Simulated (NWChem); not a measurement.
System: Si$_{2}$H$_{5}$OF; SMILES O[Si@H](F)[SiH3]

The following NWChem deck was run.

```
start job
memory heap 200 mb stack 900 mb global 1100 mb
geometry units angstroms noautosym nocenter noautoz
  O     -1.396912    -1.104749     0.362934
  Si     0.012660    -0.559266    -0.309712
  F      1.284923    -1.268842     0.421509
  Si     0.100868     1.741526     0.090512
  H     -1.647537    -2.020875     0.207082
  H      0.114405    -0.955663    -1.745896
  H     -1.033787     2.419120    -0.607822
  H      1.387645     2.294974    -0.431070
  H      0.010825     2.006472     1.557612
end
basis spherical
  O library 6-31g*
  Si library 6-31g*
  F library 6-31g*
  H library 6-31g*
end
dft
  xc b3lyp
  iterations 150
end
property
  response 1 0.0773
end
task dft property
```

Coordinates come from a PBE0/def2-SVP optimisation.

Field at 589 nm.

Problem. Give the results of this calculation. (B3LYP/6-31G* (spherical d).) Quantities: isotropic polarisability (bohr³); anisotropy (bohr³).

Solution. 
```yaml
isotropic polarisability (bohr³): 49.6
anisotropy (bohr³): 17.3
```
